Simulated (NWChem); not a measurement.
Species: boron monoxide dimer (B2O2); SMILES B(=O)B=O

```xyz
4

O      0.0000     0.0000    -2.0254
B      0.0000     0.0000    -0.8262
B      0.0000     0.0000     0.8262
O      0.0000     0.0000     2.0254
```
Atoms are numbered in this order, from 1.

Level: PBE0/def2-SVP (NWChem), optimised geometry, unscaled harmonic frequencies. 

### Question
List the harmonic frequencies with IR intensities, and the thermochemistry.

### Answer
```csv
frequency (cm⁻¹),IR intensity (km/mol)
216,50.6
216,50.6
503,0.0
503,0.0
617,0.0
1995,171.0
2169,0.0
```

- zero-point energy: 8.9 kcal/mol
- thermal correction to the enthalpy at 298.15 K (with zero-point energy): 12.0 kcal/mol
- heat capacity Cv: 12.1 cal/(mol K)
- entropy at 298.15 K and 1 atm (symmetry number 2): 59.1 cal/(mol K)
- dipole moment: 0.00 D

Rigid rotor and harmonic oscillator.
